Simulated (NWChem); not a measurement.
System meant: TiH₂I₂; SMILES [I][TiH2][I]

The following NWChem deck was run.

```
start job
memory heap 200 mb stack 900 mb global 1100 mb
geometry units angstroms noautoz
  Ti     0.000000     0.000000    -1.110557
  I      2.220253     0.000000     0.098705
  I     -2.220253     0.000000     0.098705
  H      0.000000    -1.349482    -2.092264
  H      0.000000     1.349482    -2.092264
end
basis spherical
  * library def2-svp
end
ecp
  I library def2-ecp
end
dft
  odft
  mult 2
  xc xpbe96 cpbe96
  iterations 150
  mulliken
end
task dft energy
```

End of the output:

```
 Summary of "ao basis" -> "" (spherical)
 ------------------------------------------------------------------------------
       Tag                 Description            Shells   Functions and Types
 ---------------- ------------------------------  ------  ---------------------
 *                          def2-svp                  on all atoms

 Summary of "ao basis" -> "ao basis" (spherical)
 ------------------------------------------------------------------------------
       Tag                 Description            Shells   Functions and Types
 ---------------- ------------------------------  ------  ---------------------
 Ti                         def2-svp                11       31   5s3p2d1f
 I                          def2-svp                10       26   4s4p2d
 H                          def2-svp                 3        5   2s1p

 Summary of "ao basis" -> "ao basis" (spherical)
 ------------------------------------------------------------------------------
       Tag                 Description            Shells   Functions and Types
 ---------------- ------------------------------  ------  ---------------------
 Ti                         def2-svp                11       31   5s3p2d1f
 I                          def2-svp                10       26   4s4p2d
 H                          def2-svp                 3        5   2s1p

      Symmetry analysis of basis
      --------------------------

        a1         36
        a2         12
        b1         26
        b2         19

  number of electrons :                   74
  multiplicity        :                    2
 ------------------------------------------------------------------------
  no. of electrons and multiplicity not compatible                  74
 ------------------------------------------------------------------------
 ------------------------------------------------------------------------
  current input line :
    23: task dft energy
 ------------------------------------------------------------------------
 ------------------------------------------------------------------------
 There is an error in the input file
 ------------------------------------------------------------------------
 For more information see the NWChem manual at https://nwchemgit.github.io

0: no. of electrons and multiplicity not compatible:Received an Error in Communication
```

**Question.** Can this run be used? If not, why, and what is the fix?

**Answer.** The input was rejected before any calculation. Cause: the multiplicity doesn't fit the number of electrons (an even count wants an odd multiplicity, and the reverse). This input runs:
```
start job
memory heap 200 mb stack 900 mb global 1100 mb
geometry units angstroms noautoz
  Ti     0.000000     0.000000    -1.110557
  I      2.220253     0.000000     0.098705
  I     -2.220253     0.000000     0.098705
  H      0.000000    -1.349482    -2.092264
  H      0.000000     1.349482    -2.092264
end
basis spherical
  Ti library def2-svp
  I library def2-svp
  H library def2-svp
end
ecp
  I library def2-ecp
end
dft
  xc xpbe96 cpbe96
  iterations 150
  mulliken
end
task dft energy
```
It converges to -1445.77346 Ha (PBE/def2-SVP with def2 effective core potentials on I).
